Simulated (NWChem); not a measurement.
# C3H2ClF; SMILES FC=C=CCl

```xyz
7

F      0.4892    -2.6471    -0.2629
C     -0.1928    -1.7542     0.4482
C     -0.4218    -0.5301     0.0443
C     -0.6943     0.6953    -0.3169
Cl     0.3199     2.0539     0.0410
H     -0.5460    -2.1514     1.4064
H     -1.5919     0.9660    -0.8825
```
Atoms are numbered in this order, from 1.

All runs: NWChem. Coordinates come from a PBE0/def2-SVP optimisation. Level: PBE0/def2-SVP with SMD (1 M gas to 1 M solution), gas-phase geometry.

| solvent | dielectric constant | solvation free energy (kcal/mol) | cavity-dispersion-structure term (kcal/mol) | dipole in solution (D) |
|---|---|---|---|---|
| water | 78.4 | 0.5 | 3.9 | 1.92 |
| 2-propanol | 19.3 | -2.9 | 0.4 | 1.90 |
| tetrahydrofuran | 7.43 | -2.9 | 0.0 | 1.86 |
| cyclohexane | 2.02 | ? | ? | ? |
| acetone | 20.5 | -3.3 | 0.0 | 1.91 |

Question: What belongs in the gaps?

Answer: 
- cyclohexane, solvation free energy (kcal/mol): -2.4
- cyclohexane, cavity-dispersion-structure term (kcal/mol): -0.8
- cyclohexane, dipole in solution (D): 1.70
